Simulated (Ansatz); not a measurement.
Species: borinic acid, sum formula H₃BO (charge 0, singlet). 
Structure (B3LYP-D3(BJ)/def2-TZVP (Ansatz, an electronic-structure program) minimum search):
```xyz
5

B     -0.7100     0.0755    -0.0345
O      0.6342     0.0146     0.0881
H     -1.3022    -0.7421    -0.6782
H     -1.2599     0.9729     0.5246
H      1.0388    -0.7247    -0.3785
```
Charge 0, spin multiplicity 1.

Atomisation energy built up term by term with Ansatz (kcal/mol; UHF references for open shells; valence terms freeze the core; atomic spin-orbit terms are left out). CBS(X,Y): correlation extrapolated as X^-3; Hartree-Fock from the larger set.

```csv
term,basis,kcal/mol
Hartree-Fock,aug-cc-pVQZ,…
CCSD correlation,"CBS(aug-cc-pVTZ,aug-cc-pVQZ)",98.78
(T),"CBS(aug-cc-pVTZ,aug-cc-pVQZ)",…
CCSDT - CCSD(T),cc-pVDZ,0.00
core correlation,cc-pwCVTZ,1.59
scalar relativity (X2C),cc-pVTZ-DK against cc-pVTZ,-0.35
sum: De,,…
```

Q: What belongs in the gaps?

A: 
- Hartree-Fock, kcal/mol: 330.34
- (T), kcal/mol: 5.48
- sum: De, kcal/mol: 435.8
